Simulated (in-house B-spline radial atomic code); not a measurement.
**Binding energies in Mg⁺**

NIST's tabulated ground configuration is [Ne] 3s1; each binding energy is the energy of the ion with one electron taken from that subshell, relaxed, less that of the parent. Method: Dirac-Kohn-Sham B3LYP, spherical fractional occupations, Fermi nucleus of rms radius 3.057 fm. Calculated with a B-spline radial code for spherical atoms. Energies include first-order Breit, QED and recoil terms.

Caution: exact exchange at fractional occupations of open shells leaves self-interaction of up to several eV.

| subshell | X-ray name | binding energy (eV) | -ε (eV) | relaxation (eV) |
| --- | --- | --- | --- | --- |
| 1s | K | 1341.3 | 1285.0 | -57.0 |
| 2s | L1 | 105.2 | 93.7 | -11.5 |
| 2p3/2 | L3 | 71.71 | 59.06 | -12.66 |
| 2p1/2 | L2 | 71.13 | 59.35 | -11.80 |
| 3s | M1 | 14.91 | 11.51 | -3.41 |

Relaxation = -ε minus the binding energy without Breit, QED and recoil terms. With a density functional, K lines can miss by some tenths of a per cent, more in light atoms. For a density functional the relaxation so defined is negative, because -ε of a Kohn-Sham level is smaller than the binding energy.

Emission lines follow as differences of binding energies, with λ = 12398.42 eV·Å / E:

```csv
line,holes,energy (eV),wavelength (Å)
K-L3,1s → 2p3/2,1269.6,9.7657
K-L2,1s → 2p1/2,1270.2,9.7612
L3-M1,2p3/2 → 3s,56.8,218.28
```

Question: What screening constant σ does Moseley's law, E = (3/4)·13.6057 eV·(Z - σ)², need for K-L3?

Answer: σ = 0.85.

Question: What does it cost to remove both a 1s and a 3s electron?

Answer: 1368.9 eV, which is 12.73 eV more than the two single binding energies together.

Question: What does it cost to remove both a 2s and a 2p1/2 electron?

Answer: 204.33 eV, which is 28.01 eV more than the two single binding energies together.

Question: What does it cost to remove both a 2s and a 3s electron?

Answer: 132.19 eV, which is 12.08 eV more than the two single binding energies together.
